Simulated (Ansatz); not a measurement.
Cartesian coordinates in Å:
```
O 0.851 2.139 2.204
C -0.048 1.746 1.541
F -1.261 2.328 1.639
C -0.033 0.646 0.565
C 1.166 -0.038 0.376
C 1.228 -1.080 -0.531
C 0.096 -1.439 -1.251
C -1.099 -0.758 -1.064
C -1.167 0.285 -0.157
H 2.035 0.261 0.950
H 2.159 -1.613 -0.679
H 0.146 -2.256 -1.962
H -1.980 -1.042 -1.628
H -2.094 0.822 -0.004
```

The species carries charge 0 and has multiplicity 1.

**Question.** List the CAM-B3LYP/def2-TZVPP orbital energies in eV (the Gaussian-basis code of Ansatz). (Estimate.)

**Answer.** The calculation gave: Occupied: -674.34, -522.89, -283.45, -279.88, -279.68, -279.65, -279.62, -279.51, -279.50, -36.29, -31.55, -26.51, -23.80, -23.31, -20.47, -19.34, -18.50, -17.48, -15.83, -15.83, -15.57, -14.71, -14.62, -14.07, -13.17, -12.96, -12.19, -12.16, -11.79, -10.46, -9.27, -9.19. Lowest empty: -0.84, 0.30, 2.11, 2.32, 2.94, 3.08, 3.65, 3.95.
